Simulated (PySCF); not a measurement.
**Worked example: chemical shift, span and skew from a shielding tensor**

dichloro(disilanyl)silane (Cl2H6Si3), SMILES [SiH3][SiH2][SiH](Cl)Cl. Atoms are numbered in the order given.

```xyz
11

Si    -2.5102    -0.3825     0.2441
Si    -0.8837    -0.4049    -1.4537
Si     1.1394     0.1198    -0.4060
Cl     0.8921     1.9830     0.4896
Cl     1.4419    -1.3108     1.0763
H     -2.1441    -1.3953     1.2737
H     -3.8557    -0.7037    -0.3145
H     -2.5391     0.9721     0.8640
H     -1.1736     0.6158    -2.5041
H     -0.7746    -1.7512    -2.0900
H      2.3721     0.1784    -1.2317
```
Charge 0, spin multiplicity 1.

Geometry optimised at B3LYP-D3(BJ)/def2-SVP. The values are those of a single conformer.

GIAO shieldings from PySCF with PBE0/pcSseg-1, non-relativistic, no solvent. The symmetric part of the tensor of Si3 has the principal values 279.4, 323.7, 342.6 ppm. The same nucleus in TMS has σ = 352.7 ppm at this level (PySCF, at its B3LYP-D3(BJ)/def2-TZVP geometry). Without spin–orbit terms, shifts of atoms bonded to Cl or Br come out too high.

Question: Work out the isotropic shielding, the ²⁹Si shift against TMS, the span and the skew.

Answer: 
σ(iso) = (σ11 + σ22 + σ33)/3 = 315.2 ppm. δ = σ(ref) − σ(iso) = 352.7 − (315.2) = 37.5 ppm.
Span Ω = σ33 − σ11 = 63.2 ppm. Skew κ = 3(σ(iso) − σ22)/Ω = -0.40. Tumbling in solution averages the tensor to δ; in a static solid the shielding alone would spread this spin-1/2 line over Ω.
